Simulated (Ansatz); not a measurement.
Relaxation of CH$_{7}$ClSi$_{3}$ (12 atoms, charge 0, multiplicity 1), to a largest force component of 0.015 eV/Å in at most 40 steps.

Method: RKS PBE/def2-SVP (Ansatz 0.2.0).

```xyz
12
Properties=species:S:1:pos:R:3
Si -1.264 -0.555 1.087
C 0.293 0.269 0.456
Si 1.357 -0.906 -0.274
Si 0.113 1.481 -0.808
Cl -1.471 2.843 -0.519
H -2.181 0.578 1.614
H -0.962 -1.445 2.181
H -1.983 -1.223 -0.005
H 0.743 0.743 1.377
H 2.767 -0.403 -0.482
H 0.871 -1.685 -1.396
H 1.277 2.175 -1.274
```

Task: Where does it end, and by what steps?

Result: The run converged. After 15 steps the energy has fallen by 2.536 eV; Cl5 moved furthest, 1.42 Å.

| step | energy less start (eV) | largest force component (eV/Å) | accepted |
| --- | --- | --- | --- |
| 0 | 0.0000 | 3.957 | yes |
| 1 | -0.7987 | 2.417 | yes |
| 2 | -1.4452 | 1.113 | yes |
| 3 | -1.9037 | 0.988 | yes |
| 4 | -2.2553 | 0.884 | yes |
| 5 | -2.4396 | 0.449 | yes |
| 6 | -2.4852 | 0.302 | yes |
| 7 | -2.5096 | 0.195 | yes |
| 8 | -2.5192 | 0.173 | yes |
| 9 | -2.4819 | 1.182 | no |
| 10 | -2.5295 | 0.103 | yes |
| 11 | -2.5344 | 0.090 | yes |
| 12 | -2.5120 | 0.518 | no |
| 13 | -2.5347 | 0.051 | yes |
| 14 | -2.5356 | 0.022 | yes |
| 15 | -2.5357 | 0.013 | yes |

```xyz
12
Properties=species:S:1:pos:R:3
Si -1.279 -0.453 1.267
C 0.330 0.326 0.674
Si 1.278 -0.527 -0.791
Si 0.387 1.557 -0.774
Cl -1.431 2.031 -1.679
H -2.113 0.535 2.038
H -0.982 -1.626 2.165
H -2.078 -0.949 0.092
H 0.958 0.628 1.538
H 2.746 -0.772 -0.594
H 0.559 -1.685 -1.415
H 1.185 2.808 -0.564
```

Time of the run: 34 s on 2 threads of Intel(R) Xeon(R) Platinum 8488C (Sapphire Rapids), with other jobs on the host, peak memory 0.2 GiB.
